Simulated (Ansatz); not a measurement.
Two isomers of C3H6Te: A = `C=C(C)[TeH]`, B = `C=CC[TeH]`.

Program: Ansatz. Geometries: PBE0-D4/def2-TZVP. ΔE: electronic, gas phase. CBS: MP2 limit from def2 TZ/QZ plus the TZ coupled-cluster correction, frozen cores. Functionals use def2-TZVPP. B3LYP here is the variant with VWN-RPA as its local correlation; programs differ in this. Elements past krypton have def2 core potentials. For Te outer-core shells are correlated without core-valence functions, which leaves a few kJ/mol of doubt a bond. One conformer a species, not always the lowest.

Which is lower in electronic energy at CCSD(T)/CBS, and by how much? (An estimate is asked.)

The calculation gave: A, by 1.1 kcal/mol.

Give E(B) − E(A) in kcal/mol with PBE0-D4, B3LYP, PBE-D4, r2SCAN-D4, B2PLYP, HF/def2-TZVPP, ωB97M-V. (Estimate.)

Ansatz gave: PBE0-D4 1.2, B3LYP 0.3, PBE-D4 1.4, r2SCAN-D4 1.5, B2PLYP 1.0, HF/def2-TZVPP -0.4, ωB97M-V 1.2. The order is the other way round with HF/def2-TZVPP.

Largest T1 diagnostic: 0.011.

In def2-TZVPP, CCSD(T) changes the Hartree–Fock value by +1.7 kcal/mol (the triples alone add +0.3 kcal/mol) and MP2 by +2.4 kcal/mol.
